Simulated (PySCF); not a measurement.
Cu(OH2)2 (CuH4O2), SMILES [Cu+](<-[OH2])<-[OH2], charge +1, multiplicity 1.

The structure is a stationary point at r2SCAN-D4/def2-TZVP. The spin state was assumed, not searched.

Two levels are set side by side: PBE/def2-TZVPD (PySCF) and PBE0/def2-TZVPD (PySCF). Same geometry, gas phase. Differences are taken from unrounded values.

```
quantity                       PBE0     PBE  PBE minus PBE0
---------------------------  ------  ------  --------------
orbital gap (eV)               6.62    3.98           -2.64
highest occupied level (eV)  -12.39  -10.82            1.57
lowest empty level (eV)       -5.77   -6.84           -1.08
mean polarisability (bohr³)    26.7    29.8             3.1
```

Without exact exchange PBE keeps part of each electron's self-repulsion, which lifts occupied levels and narrows the gap. Loosely held outer electrons make PBE densities more polarisable. Differences between two approximate levels are no errors against the true value.

Rough cost on one machine, each run with all the roots and properties that it gave: PBE0 against PBE within a factor of 2.
